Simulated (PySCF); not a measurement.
A survey of 19F NMR shifts

[PySCF 2.14: GFN2-xTB structure; NMR shieldings at PBE0/pcSseg-1/GIAO; no solvent; non-relativistic; one conformer; fast rotation and ring inversion assumed for equivalent nuclei]

Shieldings were converted by a linear fit to measured shifts: 19F: δ = 146.13 − 0.903σ +14.6 on sp3 carbon (rms 6.0 ppm, 223 shifts, 7.0 ppm with the 5 outliers that the fit left out vs CFCl3, solution or neat liquid). A few per cent of atoms miss by over 2 rms, more outside the fitted compound classes.

Problem. Give the 19F shifts of `O=C(F)c1ccccc1F`, `CO/C(C#N)=C\C(F)(F)F`, `O=C(F)c1cccc(F)c1`, `N#CC1(OC(F)(F)F)CC1`.

Solution. 
```csv
compound,environment,δ (ppm)
[O:1]=[C:2]([F:3])[c:4]1[cH:5][cH:6][cH:7][cH:8][c:9]1[F:10],F3: fluorine bonded to C,24.6
[O:1]=[C:2]([F:3])[c:4]1[cH:5][cH:6][cH:7][cH:8][c:9]1[F:10],F10: aryl fluorine,-101.3
CO/C(C#N)=C\C(F)(F)F,fluorine of a CF3 group (×3),-58.9
[O:1]=[C:2]([F:3])[c:4]1[cH:5][cH:6][cH:7][c:8]([F:9])[cH:10]1,F3: fluorine bonded to C,9.1
[O:1]=[C:2]([F:3])[c:4]1[cH:5][cH:6][cH:7][c:8]([F:9])[cH:10]1,F9: aryl fluorine,-110.4
N#CC1(OC(F)(F)F)CC1,fluorine of an OCF3 group (×3),-58.4
```

Problem. Order these by 19F shift, lowest first.
A. C/C=C/[P@](C)(=N)C(F)(F)F
B. CN(C)C/P=C\C(F)(F)F
C. F[C@H]1C[C@@H](/C=N/[SiH3])C1
D. FC(F)(F)c1ccccc1Cl

Solution. C (-156.2 ppm, fluorine on an sp3 carbon), A (-78.5 ppm, fluorine of a CF3 group), D (-65.4 ppm, fluorine of a CF3 group), B (-55.3 ppm, fluorine of a CF3 group).
